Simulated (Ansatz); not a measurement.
H2ClO, charge +1, singlet, geometry from GFN2-xTB. Base run: Ansatz (a first-principles code) with B3LYP/def2-SVP.

Input for Ansatz:
Ansatz 0.2 input:
```yaml
crystal:
  periodic: [false, false, false]
  atoms:
    - {symbol: O, position_ang: [-0.04953206, 1.10991468, -0.06643190]}
    - {symbol: H, position_ang: [-0.99333882, 1.37577953, 0.07064769]}
    - {symbol: Cl, position_ang: [0.05025526, -0.69019538, -0.01068915]}
    - {symbol: H, position_ang: [0.53525584, 1.47822452, 0.64252305]}
basis:
  gaussian:
    orbitals: def2-SVP
hamiltonian:
  xc: b3lyp
total_charge: 1
```

Each row names what was changed in the base input (with any setting that the change needs).

```json
[
 {"change": "base", "ΔE vs base (mEh)": "0.000"},
 {"change": "occupation = up:A':9 A'':4 down:A':9 A'':4", "ΔE vs base (mEh)": "986.7"},
 {"change": "occupation = up:A':11 A'':2 down:A':11 A'':2", "ΔE vs base (mEh)": "343.7"},
 {"change": "occupation = up:A':10 A'':3 down:A':10 A'':3", "ΔE vs base (mEh)": "0.000"},
 {"change": "symmetry_tolerance_ang = 0.01", "ΔE vs base (mEh)": "0.000"}
]
```
